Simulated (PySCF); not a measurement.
Cd(SH)(SMe) (CH4CdS2), SMILES C[S][Cd][SH].

Coordinates come from a PBE-D3(BJ)/def2-SVP optimisation. The structure was generated by enumeration; whether it is a known compound was not checked. The def2 effective core potentials stand for the cores of Cd; spin–orbit coupling is left out. One conformer was computed; it need not be the lowest.

These are PBE/def2-TZVP in PySCF values and carry that method's errors.

Isolated molecule, no solvent.

```
Property                                                                                                        Result
---------------------------------------------------------------------------------------------  -----------------------
total energy                                                                                       -1004.36185 hartree
highest occupied level                                                                                        -5.60 eV
lowest empty level                                                                                            -2.20 eV
orbital gap                                                                                                    3.40 eV
dipole moment                                                                                                   1.66 D
quadrupole, principal values (traceless, Buckingham form, about the centre of nuclear charge)   -11.54, 4.28, 7.26 D·Å
mean static polarisability                                                                       90.0 bohr³ (13.33 Å³)
polarisability, principal values                                                               61.6, 69.2, 139.1 bohr³
```
